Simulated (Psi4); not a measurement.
Cl (SMILES [Cl-]), charge -1, singlet (a gas-phase anion, which may not be bound at this level); M06-2X/aug-cc-pVDZ in Psi4.

Psi4 was given this input:
```
memory 2 GB

molecule {
-1 1
  Cl    0.00000000    0.00000000    0.00000000
}

set basis aug-cc-pvdz
set s_orthogonalization partialcholesky

energy('m06-2x')
print_variables()
```

Output, abridged:

```
   => Loading Basis Set <=

    Name: AUG-CC-PVDZ
    Role: ORBITAL
    Keyword: BASIS

         ---------------------------------------------------------
                                   SCF
               by Justin Turney, Rob Parrish, Andy Simmonett
                          and Daniel G. A. Smith
                              RKS Reference
         ---------------------------------------------------------

  ==> Geometry <==

    Molecular point group: d2h
    Geometry (in Angstrom), charge = -1, multiplicity = 1:

       Center              X                  Y                   Z               Mass
    ------------   -----------------  -----------------  -----------------  -----------------
         CL           0.000000000000     0.000000000000     0.000000000000    34.968852682000

  Running in d2h symmetry.

  Rotational constants: A = ************  B = ************  C = ************ [cm^-1]
  Rotational constants: A = ************  B = ************  C = ************ [MHz]
  Nuclear repulsion =    0.000000000000000

  Charge       = -1
  Multiplicity = 1
  Electrons    = 18
  Nalpha       = 9
  Nbeta        = 9

  ==> Algorithm <==

  SCF Algorithm Type is DF.
  DIIS enabled.
  MOM disabled.
  Fractional occupation disabled.
  Guess Type is CORE.
  Energy threshold   = 1.00e-06
  Density threshold  = 1.00e-06
  Integral threshold = 1.00e-12

  ==> Primary Basis <==

  Basis Set: AUG-CC-PVDZ
    Blend: AUG-CC-PVDZ
    Number of shells: 11
    Number of basis functions: 27
    Number of Cartesian functions: 29
    Spherical Harmonics?: true
    Max angular momentum: 2

  ==> DFT Potential <==

   => LibXC <=

    Version 7.1.2
    S. Lehtola, C. Steigemann, M. J. T. Oliveira, and M. A. L. Marques,  SoftwareX 7, 1–5 (2018) (10.1016/j.softx.2017.11.002)

   => Composite Functional: M06-2X <=

    Hybrid M06-2X Meta-GGA XC Functional  (10.1007/s00214-007-0310-x)
    Y. Zhao and D. G. Truhlar,  Theor. Chem. Acc., 120, 215, 2008

    Deriv               =              1
    GGA                 =           TRUE
    Meta                =           TRUE

    Exchange Hybrid     =           TRUE
    MP2 Hybrid          =          FALSE

   => Exchange Functionals <=

    1.0000   XC_HYB_MGGA_X_M06_2X

   => Exact (HF) Exchange <=

    0.5400               HF

   => Correlation Functionals <=

    1.0000   XC_MGGA_C_M06_2X

   => LibXC Density Thresholds  <==

    XC_MGGA_C_M06_2X:  1.00E-12
    XC_HYB_MGGA_X_M06_2X:  1.00E-15

   => Molecular Quadrature <=

    Radial Scheme          =       TREUTLER
    Pruning Scheme         =           NONE
    Nuclear Scheme         =       TREUTLER

    Blocking Scheme        =         OCTREE
    BS radius alpha        =              1
    Pruning alpha          =              1
    Radial Points          =             75
    Spherical Points       =            302
    Total Points           =          21744
    Total Blocks           =            234
    Max Points             =            239
    Max Functions          =             27
    Weights Tolerance      =       1.00E-15

   => Loading Basis Set <=

    Name: (AUG-CC-PVDZ AUX)
    Role: JKFIT
    Keyword: DF_BASIS_SCF

  ==> Integral Setup <==

  SCF_SUBTYPE=INCORE selected. In-core MEM_DF algorithm will be used.
  Using in-core AOs.

  ==> MemDFJK: Density-Fitted J/K Matrices <==

    J tasked:                   Yes
    K tasked:                   Yes
    wK tasked:                   No
    Algorithm:                 Core
    Schwarz Cutoff:           1E-12
    Mask sparsity (%):       0.0000
    Fitting Condition:        1E-10

   => Auxiliary Basis Set <=

  Basis Set: (AUG-CC-PVDZ AUX)
    Blend: AUG-CC-PVDZ-JKFIT
    Number of shells: 40
    Number of basis functions: 128
    Number of Cartesian functions: 150
    Spherical Harmonics?: true
    Max angular momentum: 3

    Using partial Cholesky orthogonalization (doi:10.1063/1.5139948, doi:10.1103/PhysRevA.101.032504).
    Proceeding with canonical orthogonalization in reduced basis.
  Minimum eigenvalue in the overlap matrix is 4.7939254604E-02.
  Reciprocal condition number of the overlap matrix is 2.1358363664E-02.

  ==> Pre-Iterations <==

  SCF Guess: Core (One-Electron) Hamiltonian.

   -------------------------------------------------------
    Irrep   Nso     Nmo     Nalpha   Nbeta   Ndocc  Nsocc
   -------------------------------------------------------
     Ag         9       9       3       3       3       0
     B1g        2       2       0       0       0       0
     B2g        2       2       0       0       0       0
     B3g        2       2       0       0       0       0
     Au         0       0       0       0       0       0
     B1u        4       4       2       2       2       0
     B2u        4       4       2       2       2       0
     B3u        4       4       2       2       2       0
   -------------------------------------------------------
    Total      27      27       9       9       9       0
   -------------------------------------------------------

  ==> Iterations <==

                           Total Energy        Delta E     RMS |[F,P]|

   @DF-RKS iter   1:  -456.10656717954208   -4.56107e+02   1.35244e-01 ADIIS
   @DF-RKS iter   2:  -454.34117159401308    1.76540e+00   1.62759e-01 ADIIS
   @DF-RKS iter   3:  -460.20055607827993   -5.85938e+00   2.27577e-02 ADIIS/DIIS
   @DF-RKS iter   4:  -460.25688057130498   -5.63245e-02   2.58499e-03 ADIIS/DIIS
   @DF-RKS iter   5:  -460.25733736217347   -4.56791e-04   9.40717e-04 ADIIS/DIIS
   @DF-RKS iter   6:  -460.25738497301859   -4.76108e-05   5.03117e-04 ADIIS/DIIS
   @DF-RKS iter   7:  -460.25740721441645   -2.22414e-05   3.14042e-05 DIIS
   @DF-RKS iter   8:  -460.25740730699721   -9.25808e-08   7.37788e-07 DIIS
  Energy and wave function converged.

  ==> Post-Iterations <==

   Electrons on quadrature grid:
      Ntotal   =   17.9999999900 ; deviation = -1.005e-08

    Orbital Energies [Eh]
    ---------------------

    Doubly Occupied:

[...]
    Virtual:

[...]
    Final Occupation by Irrep:
             Ag   B1g   B2g   B3g    Au   B1u   B2u   B3u
    DOCC [     3,    0,    0,    0,    0,    2,    2,    2 ]
    NA   [     3,    0,    0,    0,    0,    2,    2,    2 ]
    NB   [     3,    0,    0,    0,    0,    2,    2,    2 ]

  @DF-RKS Final Energy:  -460.25740730699721

   => Energetics <=

    Nuclear Repulsion Energy =              0.0000000000000000
    One-Electron Energy =                -641.2089891594714572
    Two-Electron Energy =                 194.4091584151001371
    DFT Exchange-Correlation Energy =     -13.4575765626259614
    Empirical Dispersion Energy =           0.0000000000000000
    VV10 Nonlocal Energy =                  0.0000000000000000
    Total Energy =                       -460.2574073069972656

Computation Completed

Properties will be evaluated at   0.000000,   0.000000,   0.000000 [a0]

Properties computed using the SCF density matrix

 Multipole Moments:

 ------------------------------------------------------------------------------------
     Multipole            Electronic (a.u.)      Nuclear  (a.u.)        Total (a.u.)
 ------------------------------------------------------------------------------------

 L = 1.  Multiply by 2.5417464519 to convert [e a0] to [Debye]
 Dipole X            :          0.0000000            0.0000000            0.0000000
 Dipole Y            :          0.0000000            0.0000000            0.0000000
 Dipole Z            :          0.0000000            0.0000000            0.0000000
 Magnitude           :                                                    0.0000000

 ------------------------------------------------------------------------------------

  Variable Map:
  ----------------------------------------------------------------------------
[...]
  Array Variable Map:
  ----------------------------------------------------------------------------
[...]
[...]
```
